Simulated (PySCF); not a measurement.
F4Sn, SMILES [F][Sn-]([F])([F])[F] (connectivity only; charge and spin as stated), charge -1, multiplicity 2.

Geometry: B3LYP-D3(BJ)/def2-SVPD. The geometry has at least one imaginary mode, so it is a saddle point at that level. The def2 effective core potentials stand for the cores of Sn; spin–orbit coupling is left out.

Calculation: PySCF 2.14.0 with IEF-PCM-M06-2X/def2-SVPD.

The values are the electrostatic part of the solvation free energy, E(continuum) − E(gas) at the gas-phase geometry, in a cavity of scaled van der Waals radii (PySCF's table); cavitation and dispersion terms are not included. A continuum can't describe solvent molecules that bind to the metal.

```json
[
 {"solvent": "water", "ε": "78.36", "ΔG(elec) (kcal/mol)": "-53.2"},
 {"solvent": "n-hexane", "ε": "1.88", "ΔG(elec) (kcal/mol)": "-25.0"},
 {"solvent": "methanol", "ε": "32.61", "ΔG(elec) (kcal/mol)": "-52.2"}
]
```
